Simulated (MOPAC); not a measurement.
A run for MOPAC: AM1 on H10Si4 (SMILES [SiH3][SiH]([SiH3])[SiH3]).

```
AM1 1SCF PRECISE CHARGE=0 THREADS=1
H10Si4

Si    -0.79244163 1    -2.06356721 1    -0.15058484 1
Si     0.00480786 1     0.07925491 1    -0.66510997 1
Si    -1.39426148 1     1.69660647 1     0.29330289 1
Si     2.18441796 1     0.33112876 1     0.15795870 1
H      0.08080543 1    -3.10770527 1    -0.74000595 1
H     -2.17165660 1    -2.25039792 1    -0.66335136 1
H     -0.80837033 1    -2.23734590 1     1.32255479 1
H      0.01650653 1     0.25548936 1    -2.14279737 1
H     -0.91502407 1     3.06409150 1    -0.02345215 1
H     -1.39777435 1     1.52659531 1     1.76692025 1
H     -2.78480134 1     1.55212295 1    -0.20224561 1
H      2.17285811 1     0.15303016 1     1.63071799 1
H      2.71253939 1     1.68258786 1    -0.15045274 1
H      3.09239449 1    -0.68189097 1    -0.43345466 1
```

It printed:

```
*******************************************************************************
 **                                                                           **
 **                              MOPAC v23.2.5                                **
 **                                                                           **
 *******************************************************************************
 ** MOPAC's Digital Object Identifier: https://doi.org/10.5281/zenodo.6511958 **
 **                                                                           **
 ** Please cite the open-source release paper for use of this MOPAC version:  **
 ** J. E. Moussa and J. J. P. Stewart (2026)                                  **
 ** MOPAC: An open-source semiempirical molecular orbital program             **
 ** J. Open Source Softw., 11(119), 8025, https://doi.org/10.21105/joss.08025 **
 *******************************************************************************

                              AM1 CALCULATION RESULTS

 *******************************************************************************
 *  AM1        - The AM1 Hamiltonian to be used
 *
 *
 *
 *                 CHARGE ON SYSTEM = 0
 *
 *
 *
 *  PRECISE    - TIGHTER CRITERIA TO BE USED
 *  1SCF       - DO 1 SCF AND THEN STOP
 *  THREADS=1  - MULTI-THREADING NOT USED
 *  T=         - A TIME OF 172800.0 SECONDS REQUESTED
 *  DUMP=N     - RESTART FILE WRITTEN EVERY 7200.0 SECONDS REQUESTED
 *******************************************************************************
AM1 1SCF PRECISE CHARGE=0 THREADS=1
 H10Si4

   ATOM   CHEMICAL          X               Y               Z
  NUMBER   SYMBOL      (ANGSTROMS)     (ANGSTROMS)     (ANGSTROMS)

     1      Si         -0.79244163  *  -2.06356721  *  -0.15058484  *
     2      Si          0.00480786  *   0.07925491  *  -0.66510997  *
     3      Si         -1.39426148  *   1.69660647  *   0.29330289  *
     4      Si          2.18441796  *   0.33112876  *   0.15795870  *
     5       H          0.08080543  *  -3.10770527  *  -0.74000595  *
     6       H         -2.17165660  *  -2.25039792  *  -0.66335136  *
     7       H         -0.80837033  *  -2.23734590  *   1.32255479  *
     8       H          0.01650653  *   0.25548936  *  -2.14279737  *
     9       H         -0.91502407  *   3.06409150  *  -0.02345215  *
    10       H         -1.39777435  *   1.52659531  *   1.76692025  *
    11       H         -2.78480134  *   1.55212295  *  -0.20224561  *
    12       H          2.17285811  *   0.15303016  *   1.63071799  *
    13       H          2.71253939  *   1.68258786  *  -0.15045274  *
    14       H          3.09239449  *  -0.68189097  *  -0.43345466  *



          CARTESIAN COORDINATES

    NO.       ATOM           X           Y           Z

     1        Si         -0.7924     -2.0636     -0.1506
     2        Si          0.0048      0.0793     -0.6651
     3        Si         -1.3943      1.6966      0.2933
     4        Si          2.1844      0.3311      0.1580
     5         H          0.0808     -3.1077     -0.7400
     6         H         -2.1717     -2.2504     -0.6634
     7         H         -0.8084     -2.2373      1.3226
     8         H          0.0165      0.2555     -2.1428
     9         H         -0.9150      3.0641     -0.0235
    10         H         -1.3978      1.5266      1.7669
    11         H         -2.7848      1.5521     -0.2022
    12         H          2.1729      0.1530      1.6307
    13         H          2.7125      1.6826     -0.1505
    14         H          3.0924     -0.6819     -0.4335

  H: (AM1): M.J.S. DEWAR ET AL, J. AM. CHEM. SOC. 107 3902-3909 (1985)
 Si: (AM1): M.J.S.DEWAR, C. JIE, ORGANOMETALLICS, 6, 1486-1490 (1987).

           Empirical Formula: H10 Si4  =    14 atoms



      MOLECULAR POINT GROUP   :   C3v


      RHF CALCULATION, NO. OF DOUBLY OCCUPIED LEVELS = 13


 -------------------------------------------------------------------------------
 AM1 1SCF PRECISE CHARGE=0 THREADS=1
 H10Si4



     1SCF WAS SPECIFIED, SO BFGS WAS NOT USED
     SCF FIELD WAS ACHIEVED


                              AM1 CALCULATION
                                                       MOPAC v23.2.5 Linux




          FINAL HEAT OF FORMATION =         31.09050 KCAL/MOL =     130.08263 KJ/MOL


          COSMO AREA              =        186.40 SQUARE ANGSTROMS
          COSMO VOLUME            =        199.43 CUBIC ANGSTROMS

          IONIZATION POTENTIAL    =         10.539522 EV
          HOMO LUMO ENERGIES (EV) =        -10.540 -1.160
          NO. OF FILLED LEVELS    =         13
          MOLECULAR WEIGHT        =        122.4210         POINT GROUP:  C3v

          MOLECULAR DIMENSIONS (Angstroms)

            Atom       Atom       Distance
            H     9    H     5     6.29255
            H    13    H     6     5.45056
            H    10    H     8     3.74838


          SCF CALCULATIONS        =          1





   ATOM   CHEMICAL          X               Y               Z
  NUMBER   SYMBOL      (ANGSTROMS)     (ANGSTROMS)     (ANGSTROMS)

     1      Si         -0.79244163  *  -2.06356721  *  -0.15058484  *
     2      Si          0.00480786  *   0.07925491  *  -0.66510997  *
     3      Si         -1.39426148  *   1.69660647  *   0.29330289  *
     4      Si          2.18441796  *   0.33112876  *   0.15795870  *
     5       H          0.08080543  *  -3.10770527  *  -0.74000595  *
     6       H         -2.17165660  *  -2.25039792  *  -0.66335136  *
     7       H         -0.80837033  *  -2.23734590  *   1.32255479  *
     8       H          0.01650653  *   0.25548936  *  -2.14279737  *
     9       H         -0.91502407  *   3.06409150  *  -0.02345215  *
    10       H         -1.39777435  *   1.52659531  *   1.76692025  *
    11       H         -2.78480134  *   1.55212295  *  -0.20224561  *
    12       H          2.17285811  *   0.15303016  *   1.63071799  *
    13       H          2.71253939  *   1.68258786  *  -0.15045274  *
    14       H          3.09239449  *  -0.68189097  *  -0.43345466  *

                             CARTESIAN COORDINATES

   1   Si       -0.792441630    -2.063567210    -0.150584840
   2   Si        0.004807860     0.079254910    -0.665109970
   3   Si       -1.394261480     1.696606470     0.293302890
   4   Si        2.184417960     0.331128760     0.157958700
   5    H        0.080805430    -3.107705270    -0.740005950
   6    H       -2.171656600    -2.250397920    -0.663351360
   7    H       -0.808370330    -2.237345900     1.322554790
   8    H        0.016506530     0.255489360    -2.142797370
   9    H       -0.915024070     3.064091500    -0.023452150
  10    H       -1.397774350     1.526595310     1.766920250
  11    H       -2.784801340     1.552122950    -0.202245610
  12    H        2.172858110     0.153030160     1.630717990
  13    H        2.712539390     1.682587860    -0.150452740
  14    H        3.092394490    -0.681890970    -0.433454660


           Empirical Formula: H10 Si4  =    14 atoms



      MOLECULAR POINT GROUP   :   C3v


                  EIGENVALUES
 -15.90455 -15.77618 -15.77529 -14.30295 -13.05284 -12.75645 -12.75613 -12.31913
 -12.31828 -12.16458 -11.13546 -10.54051 -10.53952  -1.16046  -1.16010  -0.55023
   1.32803   1.33610   1.33628   1.41431   1.41432   1.43683   1.69865   1.96049
   1.99118   1.99147


              NET ATOMIC CHARGES AND DIPOLE CONTRIBUTIONS

  ATOM NO.   TYPE          CHARGE      No. of ELECS.   s-Pop       p-Pop
    1         Si           0.456376        3.5436     0.88008     2.66354
    2         Si          -0.311916        4.3119     0.95515     3.35677
    3         Si           0.456408        3.5436     0.88007     2.66353
    4         Si           0.456185        3.5438     0.88011     2.66370
    5          H          -0.113390        1.1134     1.11339
    6          H          -0.113394        1.1134     1.11339
    7          H          -0.116885        1.1169     1.11688
    8          H          -0.026152        1.0262     1.02615
    9          H          -0.113398        1.1134     1.11340
   10          H          -0.116891        1.1169     1.11689
   11          H          -0.113410        1.1134     1.11341
   12          H          -0.116835        1.1168     1.11684
   13          H          -0.113350        1.1134     1.11335
   14          H          -0.113348        1.1133     1.11335
 DIPOLE           X         Y         Z       TOTAL
 POINT-CHG.    -0.004    -0.057     0.480     0.484
 HYBRID         0.003     0.050    -0.418     0.421
 SUM           -0.000    -0.007     0.062     0.063


          ATOMIC ORBITAL ELECTRON POPULATIONS

     Atom    s        px        py        pz
    1 Si   0.88008   0.89076   0.88707   0.88570
    2 Si   0.95515   1.14908   1.14784   1.05985
    3 Si   0.88007   0.88975   0.88973   0.88405
    4 Si   0.88011   0.88780   0.89126   0.88464
    5  H   1.11339
    6  H   1.11339
    7  H   1.11688
    8  H   1.02615
    9  H   1.11340
   10  H   1.11689
   11  H   1.11341
   12  H   1.11684
   13  H   1.11335
   14  H   1.11335

 **********************
 *                    *
 * JOB ENDED NORMALLY *
 *                    *
 **********************




 == MOPAC DONE ==
```

The run finished.

Cost: around 0.020 core-seconds (rough).
